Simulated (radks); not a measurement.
Problem. The rhenium ion Re+, 74 electrons, occupied as [Xe] 4f14 5d(up 4.5, down 0.5) 6s(up 0.5, down 0.5) (fractional occupations, a model configuration). All-electron calculation, non-relativistic Kohn-Sham, r2SCAN, spin-polarised, spherical densities, point nucleus; meta-GGA in the generalised Kohn-Sham scheme; relativity is left out, which matters for an element this heavy. Program: a radial shooting solver on a logarithmic mesh with Libxc functionals. Some entries of the table are withheld. Estimate them.

orbital,occ.,eigenvalue (eV),<r> (bohr)
1s down,1,-65650.92,0.02020
1s up,1,-65650.90,0.02020
2s up,1,-10856.75,0.08526
2s down,1,-10856.39,0.08526
2p up,3,-10407.96,0.07213
2p down,3,-10407.70,0.07213
3s up,1,-2506.016,0.2161
3s down,1,-2505.983,0.2161
3p up,3,-2297.536,0.2063
3p down,3,-2297.481,0.2063
3d up,5,-1909.697,0.1809
3d down,5,-1909.508,0.1809
4s up,1,-519.9807,0.4805
4s down,1,-519.7958,0.4805
4p up,3,-431.5009,0.4872
4p down,3,-431.2926,0.4872
4d up,5,-270.4384,0.5024
4d down,5,-270.1594,0.5023
5s up,1,-79.9786,1.145
5s down,1,-77.3847,1.134
4f up,7,-60.0044,0.5650
4f down,7,-59.5373,0.5618
5p up,3,-54.0066,1.261
5p down,3,-51.0332,1.247
5d up,4.5,(1),1.771
5d down,0.5,(2),1.829
6s up,0.5,-11.4468,3.075
6s down,0.5,-10.0859,3.351

Solution. 
(1) 5d up eigenvalue (eV): -15.4257
(2) 5d down eigenvalue (eV): -12.0070
